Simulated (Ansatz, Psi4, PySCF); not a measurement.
H$_{4}$O$_{4}$Si (SMILES O[Si](O)(O)O), singlet, at a GFN2-xTB geometry. Base run: PBE/6-311G** (PySCF).

The PySCF input:
```python
from pyscf import gto, scf, dft

mol = gto.Mole()
mol.atom = '''
    O     0.71655418    1.18982663   -0.84296995
    Si   -0.00000000   -0.00000000    0.00000000
    O    -1.02814201    0.71678285    1.03386749
    O    -0.68738808   -0.99172487   -1.08798669
    O     0.99897591   -0.91488460    0.89708915
    H     1.01009778    1.96488292   -0.37378436
    H    -1.39938075    0.19534961    1.73906562
    H    -1.15878807   -0.60533841   -1.81976724
    H     1.54807104   -1.55489412    0.45448598
'''
mol.basis = '6-311g**'
mol.verbose = 3
mol.build()

mf = dft.RKS(mol)
mf.xc = 'pbe'
mf.kernel()
```

The same geometry, method and basis name were run in Ansatz (a first-principles code) and Psi4 and PySCF, at each program's defaults and at the settings that a row names. The base is PySCF at its defaults. Differences at the defaults can come from grids, fitting, cores and function types together.

| code and settings | ΔE vs base (µEh) | basis functions | E (Eh) | SCF cycles |
|---|---|---|---|---|
| PySCF, defaults (exact integrals, its default grid, spherical functions) | 0.0 | 122 | -592.61981 | 8 |
| Psi4, defaults (density fitting with its default set, its default grid, spherical functions) | -43.3 | 122 | -592.61985 | 8 |
| Ansatz, defaults (factorised integrals, its default grid, Cartesian functions) | -466 | 123 | -592.62028 | - |
| PySCF, density fitting with def2-universal-jkfit | -128 | 122 | -592.61994 | 8 |
| PySCF, fine grid | 0.5 | 122 | -592.61981 | 8 |
| Psi4, exact integrals, spherical functions, fine grid | 2.9 | 122 | -592.61981 | 11 |
| Ansatz, high accuracy, Cartesian functions as the basis file defines them | -460 | 123 | -592.62027 | - |
